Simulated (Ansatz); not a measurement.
`[CH3][Ta](=[NH])([OH])[OH]`, 11 atoms. Total charge 0; spin multiplicity 1. Correlated methods include outer-core shells of Ta, which these sets cover unevenly. Ta takes the def2 core potential. All runs use 4 threads of an AMD EPYC 9R45 on a shared host. Correlated methods freeze the cores.

Question: How many basis functions does each run have, and how long does it take in Ansatz? RKS PBE0-D4/def2-SVP energy; RKS ωB97M-V/def2-SVP energy; RKS ωB97M-V/def2-TZVPP energy and forces; RKS r2SCAN-D4/def2-TZVPP energy and forces; RHF-CCSD(T)/def2-TZVPP energy; RKS LC-ωPBE/def2-TZVPP energy; RHF-CCSD(T)/def2-SVP energy; RKS PBE0-D4/def2-TZVP relaxation (6 steps); RKS PBE0-D4/def2-QZVPP energy; RKS ωB97M-V/def2-QZVPP energy; RKS PBE0-D4/def2-TZVP frequencies; RHF-MP2/def2-QZVPP energy. (Estimate.)

Answer: The calculation gave: Other jobs shared the machine, so times are rough.

```csv
level,job,functions,wall time,peak host memory (GiB)
RKS PBE0-D4/def2-SVP,energy,118,0.5 s,0.28
RKS LC-ωPBE/def2-TZVPP,energy,264,1.1 s,0.48
RKS r2SCAN-D4/def2-TZVPP,energy and forces,264,1.8 s,0.38
RKS ωB97M-V/def2-SVP,energy,118,1.9 s,0.41
RKS PBE0-D4/def2-QZVPP,energy,489,2.8 s,1.6
RKS ωB97M-V/def2-TZVPP,energy and forces,264,4.3 s,0.97
RHF-CCSD(T)/def2-SVP,energy,118,4.3 s,0.82
RKS ωB97M-V/def2-QZVPP,energy,489,6.5 s,2
RHF-MP2/def2-QZVPP,energy,489,7 s,2.9
RKS PBE0-D4/def2-TZVP,relaxation (6 steps),200,8.5 s,0.52
RKS PBE0-D4/def2-TZVP,frequencies,200,61 s,0.52
RHF-CCSD(T)/def2-TZVPP,energy,264,100 s,7.7
```

LC-ωPBE has ω = 0.4 bohr⁻¹.
